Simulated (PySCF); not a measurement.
UHF on Zn⁺ (zinc, charge +1)

Configuration: [Ar] 3d10 4s1, 2S determinant. All numbers are calculated (PySCF 2.14, the spin-free X2C one-electron Hamiltonian (Gaussian nucleus), in jorge-DZP-DKH).

* Total energy: -1793.791418 hartree
* One-electron energy: -2494.7034 hartree
* Hartree (Coulomb) energy: 771.3166 hartree
* Exchange energy: -70.4045 hartree
* ⟨S²⟩: 0.7505
* ⟨L²⟩: 0.000
* Sum of ⟨r⟩: 18.62 bohr
* Sum of ⟨r²⟩: 22.27 bohr²
* Langevin diamagnetic susceptibility: -17.6 ×10⁻⁶ cm³/mol
* Time after the integrals: 0.17 s of wall time on 1 thread of Neoverse-N1 (shared host)

| shell | electrons | mean orbital energy (hartree) | rms radius, mean of both spins (bohr) |
| --- | --- | --- | --- |
| 1s α | 1 | -357.88953 | 0.0580 |
| 1s β | 1 | -357.88535 | 0.0580 |
| 2s α | 1 | -45.62494 | 0.245 |
| 2s β | 1 | -45.62166 | 0.245 |
| 2p β | 3 | -39.46029 | 0.219 |
| 2p α | 3 | -39.45992 | 0.219 |
| 3s α | 1 | -6.13153 | 0.732 |
| 3s β | 1 | -6.12063 | 0.732 |
| 3p α | 3 | -4.21449 | 0.777 |
| 3p β | 3 | -4.21295 | 0.777 |
| 3d α | 5 | -1.09545 | 0.989 |
| 3d β | 5 | -1.09314 | 0.989 |
| 4s α | 1 | -0.61993 | 2.72 |

Densities and radii are taken from the X2C orbitals without a picture-change correction, which distorts them close to the nucleus.
